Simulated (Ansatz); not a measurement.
CH₃BFGa, 7 atoms. The species carries charge 0 and has multiplicity 1. Correlated methods include outer-core shells of Ga, which these sets cover unevenly. Scalar relativity is left out up to krypton. The bonds changed during the relaxation, so this is another structure than the one it started from. All runs use 2 threads of an Arm Neoverse V1 on a shared host. Correlated methods freeze the cores.

Problem. Give the basis size and wall time and peak host memory of each of these runs in Ansatz. RKS PBE0-D4/def2-TZVP relaxation (9 steps); RKS PBE0-D4/def2-QZVPP energy; RKS ωB97M-V/def2-QZVPP energy; direct RPA on PBE orbitals/def2-TZVPP energy; RKS BHLYP-D4/def2-TZVPP energy; RHF-CCSD(T)/def2-SVP energy; RHF-CCSD(T)/def2-TZVPP energy; RKS PBE0-D4/def2-TZVP frequencies; RKS CAM-B3LYP-D4/def2-TZVPP energy; RKS PBE-D4/def2-TZVPP energy and forces; RKS PBE0-D4/def2-SVP energy; RKS ωB97M-V/def2-SVP energy. (Best estimate.)

Solution. Computed: Other jobs shared the machine, so times are rough.

| level | job | functions | wall time | peak host memory (GiB) |
| --- | --- | --- | --- | --- |
| RKS PBE0-D4/def2-SVP | energy | 89 | 1.7 s | 0.17 |
| RKS PBE-D4/def2-TZVPP | energy and forces | 183 | 3 s | 0.2 |
| RKS BHLYP-D4/def2-TZVPP | energy | 183 | 3.5 s | 0.39 |
| RKS CAM-B3LYP-D4/def2-TZVPP | energy | 183 | 3.9 s | 0.46 |
| RHF-CCSD(T)/def2-SVP | energy | 89 | 5.5 s | 0.3 |
| direct RPA on PBE orbitals/def2-TZVPP | energy | 183 | 6 s | 0.39 |
| RKS ωB97M-V/def2-SVP | energy | 89 | 7 s | 0.25 |
| RKS PBE0-D4/def2-QZVPP | energy | 350 | 9 s | 0.98 |
| RKS ωB97M-V/def2-QZVPP | energy | 350 | 24 s | 1.1 |
| RKS PBE0-D4/def2-TZVP | relaxation (9 steps) | 159 | 39 s | 0.35 |
| RHF-CCSD(T)/def2-TZVPP | energy | 183 | 75 s | 1.9 |
| RKS PBE0-D4/def2-TZVP | frequencies | 159 | 120 s | 0.35 |
